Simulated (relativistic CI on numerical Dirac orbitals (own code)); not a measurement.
## Sr¹⁹⁺: q coefficients and field-shift factors

Calculated at this level of theory: Dirac-Coulomb-Breit CI, orbitals from a KLI potential per configuration, derivatives by finite differences, unscaled Slater integrals, QED left out (own radial code, finite nucleus).

Configurations in the expansion (outside the closed core [Ne]): 3s²3p⁶3d, 3s²3p⁵3d², 3s3p⁶3d², 3s²3p⁶4s, 3s²3p⁶4p, 3p⁶3d³, 3p⁵3d⁴. Double excitations out of closed p, d and f shells are left out; levels of such configurations are missing from the list, as are those of other unlisted configurations, and high levels can miss mixing partners.

With x = (α/α₀)² − 1 an excitation energy changes as ω = ω₀ + qx; K = 2q/ω₀ is the relative enhancement. Terms are leading LS components, so labels can repeat. The field-shift factor is F = δν/δ⟨r²⟩ for the transition from the lowest level.

Lowest level 3s²3p⁶3d ²D3/2.

```
            Level  ω₀ (cm⁻¹)  q (cm⁻¹)       K  F (GHz/fm²)
   3s²3p⁶3d ²D5/2      21135     21010    1.99        0.104
 3s²3p⁵3d² ⁴D°1/2     774423     21640  0.0559         1.09
 3s²3p⁵3d² ⁴D°3/2     780683     25040  0.0641         1.11
 3s²3p⁵3d² ⁴D°5/2     792243     34200  0.0863         1.15
 3s²3p⁵3d² ⁴D°7/2     808237     44650    0.11         1.18
 3s²3p⁵3d² ⁴G°9/2     826889     32190  0.0779         1.24
 3s²3p⁵3d² ²F°5/2     828485     18380  0.0444         1.17
 3s²3p⁵3d² ⁴G°7/2     828678     26380  0.0637         1.11
3s²3p⁵3d² ⁴G°11/2     830780     42470   0.102         1.32
 3s²3p⁵3d² ⁴P°5/2     843324     38720  0.0918         1.22
 3s²3p⁵3d² ²D°3/2     848771     28780  0.0678         1.18
 3s²3p⁵3d² ⁴P°3/2     853490     38350  0.0899         1.08
 3s²3p⁵3d² ²G°7/2     867553     32260  0.0744         1.24
```

At this charge energies of transitions that change n are usually good to better than 1 %, and those within a shell (Δn = 0) to a few per cent.
